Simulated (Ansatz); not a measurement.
`C#C[SiH2][AlH][Cl]` + PH₃ → `P[SiH2][AlH][Cl]` + acetylene at 298.15 K and 1 bar (ligand exchange at the Si–C bond).

Isolated molecules relaxed with PBE0-D4/def2-TZVP in Ansatz; ΔE leaves out vibrations. CCSD(T)/CBS is the MP2 limit (def2-TZVPP, def2-QZVPP) plus CCSD(T) − MP2 in def2-TZVPP, frozen cores. This one scheme is used for every species. One conformer a species, not always the lowest.

```json
{"species": "`C#C[SiH2][AlH][Cl]`", "CCSD(T)/CBS energy (Eh)": "-1069.38528", "H − E (kJ/mol)": "140.7", "S (J/(mol·K))": "385.6"}
{"species": "PH₃", "CCSD(T)/CBS energy (Eh)": "-342.72256", "H − E (kJ/mol)": "73.1", "S (J/(mol·K))": "210.2"}
{"species": "`P[SiH2][AlH][Cl]`", "CCSD(T)/CBS energy (Eh)": "-1334.87683", "H − E (kJ/mol)": "137.4", "S (J/(mol·K))": "388.2"}
{"species": "`C#C`", "CCSD(T)/CBS energy (Eh)": "-77.22717", "H − E (kJ/mol)": "80.8", "S (J/(mol·K))": "200.2"}
```

H − E and S are ideal-gas, rigid-rotor, harmonic terms from PBE0-D4/def2-TZVP, for one conformer and one mirror image of each species. 1 Eh = 2625.50 kJ/mol, R = 8.31446 J/(mol·K).

Problem. By hand: ΔE, ΔH, ΔS and ΔG.

Solution. ΔE = (-1334.87683) + (-77.22717) − (-1069.38528) − (-342.72256) = 0.00384 Eh = 10.1 kJ/mol. Δ(H − E) = 137.4 + 80.8 − 140.7 − 73.1 = 4.4, so ΔH = 14.5 kJ/mol. ΔS = 388.2 + 200.2 − 385.6 − 210.2 = -7.4 J/(mol·K). ΔG = 14.5 − 298.15 × (-7.4)/1000 = 16.7 kJ/mol.

Problem. By hand: the equilibrium constant, and the temperature at which ΔG would vanish if ΔH and ΔS stayed fixed.

Solution. log₁₀ K = −ΔG/(RT ln 10) = -2.9. ΔH and −TΔS have one sign here, so there is no such temperature.

The number of gas molecules stays the same, so ΔS is small and ΔH decides. A doubt of 5 kJ/mol in ΔE shifts log₁₀ K by 0.9 here. Other conformers and mirror images would add mixing entropy, several J/(mol·K) or more a flexible species. Modes under 60 cm⁻¹, often nearly free rotors, make the harmonic entropy too high. These are equilibria of isolated gas molecules and say nothing of rates. Largest T1 diagnostic: 0.013 (customary marks: 0.02 for closed shells, 0.045 for open ones).

ΔS is within the doubt of such terms, so its sign, and with it that verdict, could turn.
